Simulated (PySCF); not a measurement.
**Antimony: a sound run and one with changed settings**

Sound run: Sb⁺ [Kr] 4d10 5s2 5p2, Sb²⁺ [Kr] 4d10 5s2 5p1. Calculation: PySCF 2.14, in def2-TZVP with the def2 core potential (28 electrons) (6s5p3d2f, 50 functions); scalar relativity through the core potential. The sound run starts from symmetry-adapted Hartree-Fock orbitals and uses a fine grid where one is needed.

Changed run: 26 angular points. This setting is unsound on purpose.

```json
{"species": "Sb⁺", "method": "UHF", "sound run (hartree)": "-238.96183", "changed run (hartree)": "-238.96183", "converged": "yes"}
{"species": "Sb⁺", "method": "B3LYP", "sound run (hartree)": "-239.96546", "changed run (hartree)": "-239.96547", "converged": "yes"}
{"species": "Sb⁺", "method": "BP86", "sound run (hartree)": "-240.00281", "changed run (hartree)": "-240.00286", "converged": "yes"}
{"species": "Sb²⁺", "method": "UHF", "sound run (hartree)": "-238.37352", "changed run (hartree)": "-238.37352", "converged": "yes"}
{"species": "Sb²⁺", "method": "B3LYP", "sound run (hartree)": "-239.35875", "changed run (hartree)": "-239.35878", "converged": "yes"}
{"species": "Sb²⁺", "method": "BP86", "sound run (hartree)": "-239.39302", "changed run (hartree)": "-239.39306", "converged": "yes"}
```

Ionisation energy of Sb⁺:

```json
{"method": "UHF", "sound run (eV)": "16.009", "changed run (eV)": "16.009"}
{"method": "B3LYP", "sound run (eV)": "16.509", "changed run (eV)": "16.509"}
{"method": "BP86", "sound run (eV)": "16.593", "changed run (eV)": "16.593"}
```

A coarse angular grid integrates products of high-l functions wrongly, so density functionals can shift, and the SCF can exploit the error; Hartree-Fock and MP2 need no grid.

For comparison, NIST gives 16.626 ± 0.025 eV between the lowest levels.
